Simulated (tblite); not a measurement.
Compound: C6H6NS (doublet state).
Atom-mapped SMILES: `[NH2:1][c:2]1[c:3][cH:4][cH:5][c:6]([SH:7])[cH:8]1` (hydrogens: H9, H10 on N1; H11 on C4; H12 on C5; H13 on S7; H14 on C8)

Geometry (GFN2-xTB, Å), atoms numbered from 1 in this order:
```
atom  x, y, z in Å
N1    -2.185   -1.115   -0.494
C2    -1.115   -0.295   -0.212
C3    -1.219    1.077   -0.142
C4    -0.187    1.932    0.067
C5     1.093    1.398    0.225
C6     1.252    0.022    0.162
S7     2.891   -0.628    0.374
C8     0.175   -0.822   -0.049
H9    -3.097   -0.722   -0.327
H10   -2.089   -2.085   -0.243
H11   -0.333    3.000    0.115
H12    1.942    2.042    0.392
H13    2.565   -1.908    0.203
H14    0.307   -1.895   -0.094
```

The geometry is computed with GFN2-xTB (gas phase). This method treats the open shell by occupation alone, without spin polarisation.

Take the most abundant isotopes and a rigid rotor. The values belong to one conformer with, in the numbering `[NH2:1][c:2]1[c:3][cH:4][cH:5][c:6]([SH:7])[cH:8]1`, C5–C6–S7–H -178°.

Problem. Give the principal moments of inertia and the rotational constants in cm⁻¹.

Solution. Ia = 146.10, Ib = 405.96, Ic = 551.75 u·Å²; 505379 MHz·u·Å²/I gives 3459, 1245 and 916.0 MHz, that is A = 0.11539, B = 0.04153, C = 0.03055 cm⁻¹.

Problem. Classify the top.

Solution. An asymmetric top. Ray's parameter κ = (2B − A − C)/(A − C) = -0.741; −1 is the prolate and +1 the oblate limit.

Problem. What does the inertial defect say?

Solution. Not planar: Δ = Ic − Ia − Ib = -0.31 u·Å². For a rigid frame Δ = −2 Σ m c², so Σ m c² = 0.15 u·Å² lies off the ab plane: 0.11 from hydrogen and 0.04 from heavier atoms. The atom farthest from that plane is 0.25 Å away.

Problem. Give the other two planar moments, Paa and Pbb, and the rms extents of the mass along the axes.

Solution. Paa = Σ m a² = (Ib + Ic − Ia)/2 = 405.81 and Pbb = Σ m b² = (Ia + Ic − Ib)/2 = 145.94 u·Å². With the mass M = 124.02 u, the rms extents √(P/M) along a, b and c are 1.81, 1.08, 0.04 Å.

Problem. List the rotational levels J(Ka,Kc) to J = 2 (MHz).

Solution. Above 0(0,0):
J = 1: 1(0,1) 2161, 1(1,1) 4375, 1(1,0) 4704
J = 2: 2(0,2) 6449, 2(1,2) 8368, 2(1,1) 9355, 2(2,1) 15998, 2(2,0) 16032

For this open shell read J as N, the rotation without spin; fine and hyperfine splittings come on top. Its GFN2-xTB frequencies are all real (lowest 168 cm⁻¹). These are rigid-rotor constants of the computed structure; measured ground-state constants (B0) also hold zero-point vibration.

On one thread of an Arm Neoverse V2, shared host with 96 logical CPUs at a one-minute load of 36, this took 0.26 s. That covers the optimisation of the geometry.
